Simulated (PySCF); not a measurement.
## Does the structure fit the spectrum?

A compound C7H10Si gives the data below (simulated from a calculation) and was assigned the structure `Cc1ccccc1[SiH3]`.

¹³C{¹H} NMR (computed): δ 157.3 (CH), 154.7 (C), 151.2 (C), 147.7 (CH), 132.1 (CH), 124.9 (CH2), 22.6 (CH3).

¹H NMR (300 MHz, computed): δ 7.27 (m, 1H), 6.85 (d, 1H), 6.10 (m, 1H), 5.42 (m, 1H), 5.35 (m, 1H), 4.77 (m, 2H), 2.02 (s, 3H).

Theory: GFN2-xTB geometry, σ from GIAO-PBE0/pcSseg-1, in PySCF (fast rotation and ring inversion assumed for equivalent nuclei, no solvent, relativity neglected, one computed conformer).

δ = σ(ref) − σ, references computed at the same level: ¹H (σ = 31.72 ppm) and ¹³C (σ = 186.93 ppm) vs TMS.

Q: Compare with the shifts computed for the proposed structure, pairing carbons in order of shift.

A: Numbering as in the mapped SMILES `[CH3:1][c:2]1[cH:3][cH:4][cH:5][cH:6][c:7]1[SiH3:8]`; H(Xn) means a hydrogen on atom n.

| atom | computed for proposal | given list | difference |
| --- | --- | --- | --- |
| C2 | 150.2 | 157.3 | -7.1 |
| C6 | 142.7 | 154.7 | -12.0 |
| C4 | 136.7 | 151.2 | -14.5 |
| C7 | 134.6 | 147.7 | -13.1 |
| C3 | 134.1 | 132.1 | +2.0 |
| C5 | 130.4 | 124.9 | +5.5 |
| C1 | 25.2 | 22.6 | +2.6 |

The rms difference is 9.4 ppm and the largest -14.5 ppm at C4 (aromatic CH). The carbon types in order of shift don't match either: C, CH, CH, C, CH, CH, CH3 for the proposal against CH, C, C, CH, CH, CH2, CH3 in the data. The proposal doesn't fit.

Q: Which isomer fits?

A: SMILES [SiH2]1C(C(=C)C)=CC=C1.

1. Carbon types of the structure: 2 × C, 3 × CH, 1 × CH2, 1 × CH3, leaving 2 H on heteroatoms.
2. δC 157.3, 147.7, 132.1: alkene CH; the olefinic region.
3. δC 154.7, 151.2: fully substituted alkene carbon; the olefinic region.
4. δC 124.9: terminal =CH2 carbon; an sp2 carbon of a C=C bond.
5. δH 5.42, 5.35: hydrogen on a terminal =CH2 carbon; olefinic region.

The shifts were computed for this structure.

Shifts are as computed. Against solution values, carbons near 30 ppm lie about +3 ppm off and those near 130 ppm about +5 ppm. Of 1211 compounds with measured shifts, 218 miss one by over three times the rms of a fit or turn the order of signals round; such compounds aren't used in these exercises. No couplings were computed; multiplicities are counted from neighbouring protons, with m where these are inequivalent, close in shift, in a saturated or five-membered ring or joined by F or P, and br s for small geminal =CH2 splittings.
